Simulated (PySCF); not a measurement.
Excitation energy of Cr²⁺ by level of theory

Cr²⁺ [Ar] 3d4 (5D) → Cr²⁺ [Ar] 3d3 4p1 (high-spin determinant), as a difference of total energies. Computed with PySCF 2.14 in x2c-TZVPPall, with scalar relativity by spin-free X2C-1e. Correlated levels: valence: [Ar] frozen; valence and next inner shell: [Ne] frozen. The calculations carry no spin-orbit coupling.

| method | excitation energy (eV) |
| --- | --- |
| UHF | 11.037 |
| LDA | 11.861 |
| PBE | 11.517 |
| PBE0 | 11.597 |
| r2SCAN | 11.415 |
| M06 | 12.091 |
| PW91 | 11.544 |
| CAM-B3LYP | 11.615 |
| SCS-MP2 (valence) | 11.182 |
| MP2 (valence and next inner shell) | 11.871 |
| SCS-MP2 (valence and next inner shell) | 11.567 |

Problem. Estimate what B2PLYP gives.

Solution. 11.479 eV, closest to PBE among the rows shown.

Problem. Estimate what MP2 (valence) gives.

Solution. 11.472 eV, closest to PBE among the rows shown.

A first-order spin-orbit estimate (lowest level to lowest level, LS coupling) adds -0.051 eV.

The basis was made for the ground configuration and has no added diffuse functions, so the excitation energy can come out too high.

The determinant of the upper state mixes LS terms, which raises its energy above the lowest term, most at the Hartree-Fock and MP2 levels.
